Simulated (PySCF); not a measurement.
All of these have the formula C6H6F2. Level of theory: TDDFT CAM-B3LYP/def2-SVPD, vertical, gas phase, core orbitals frozen in the response (PySCF). Geometries: GFN2-xTB; one conformer of each isolated species. Triplets are in the Tamm–Dancoff approximation. 'Strongest' means the level of largest summed f among the lowest 8 singlets; it needn't be the same kind of state in each.

Problem. Rank by computed HOMO energy, highest first.
A. `FC1=C(F)CC=CC1`
B. `[C@@H]12C=CC(F)([C@H]2C1)F`
C. `C#C[C@]1(F)C[C@@H](F)C1`
D. `[C@@H]1(C=C)C=C(F)[C@H]1F`

Solution. A (-8.36 eV), B (-8.98 eV), D (-9.12 eV), C (-9.63 eV).

```tsv
SMILES	HOMO (eV)	first f ≥ 0.01 (nm)	gap (eV)	f (strongest)	f (S1)	α (au)	S1 mainly
FC1=C(F)CC=CC1	-8.36	174	9.59	0.02	0.002	67.5	H→L (96%)
FC1(F)C=C[C@@H]2C[C@@H]21	-8.98	197	9.54	0.10	0.098	63.7	H→L (92%)
C=C[C@@H]1C=C(F)[C@H]1F	-9.12	184	9.68	0.23	0.190	69.8	H→L (94%)
C#C[C@]1(F)C[C@@H](F)C1	-9.63	158	10.64	0.07	0.000	66.7	H→L (74%)
```

H and L stand for HOMO and LUMO.

- `FC1=C(F)CC=CC1`: Löwdin shares by element: HOMO carbon 49% or more, fluorine 17% (atoms not listed hold the other 34%); LUMO carbon 73% or more (atoms not listed hold the other 27%).
- `FC1(F)C=C[C@@H]2C[C@@H]21`: Löwdin shares by element: HOMO carbon 78% or more (atoms not listed hold the other 22%); LUMO carbon 67% or more, hydrogen 6% or more (atoms not listed hold the other 27%).
- `C=C[C@@H]1C=C(F)[C@H]1F`: Löwdin shares by element: HOMO carbon 73% or more (atoms not listed hold the other 27%); LUMO carbon 64% or more (atoms not listed hold the other 36%).
- `C#C[C@]1(F)C[C@@H](F)C1`: Löwdin shares by element: HOMO carbon 84% or more (atoms not listed hold the other 16%); LUMO carbon 59% or more, fluorine 9% or more (atoms not listed hold the other 32%).
